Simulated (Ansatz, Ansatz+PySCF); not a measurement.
```yaml
atoms:
  - { symbol: O, position_ang: [0.1591, 0.2857, 0.2503] }
  - { symbol: O, position_ang: [-0.8371, 0.5169, -0.3577] }
  - { symbol: O, position_ang: [0.6796, -0.7787, 0.1399] }
```

Basis set: def2-SVP (spherical functions). Left uncorrelated: 3 orbitals. Charge 0, multiplicity 3.

Computed with Ansatz (development build ahead of 0.2.0); each method stands on the lowest determinant of its kind that the runs found.

The atomization energy at this shape (free ground-state atoms in the same class of orbitals less the molecule, no zero-point energy) of triplet O3:

| method | atomization energy |
| --- | --- |
| UHF-CCSD(T) | 2.31 eV |
| UHF | -1.57 eV |

Task: What does UHF-MP2 give?

Result: 2.62 eV. Caution: another spin multiplicity may lie lower. Caution for UHF: the molecule lies well above its atoms at this level.
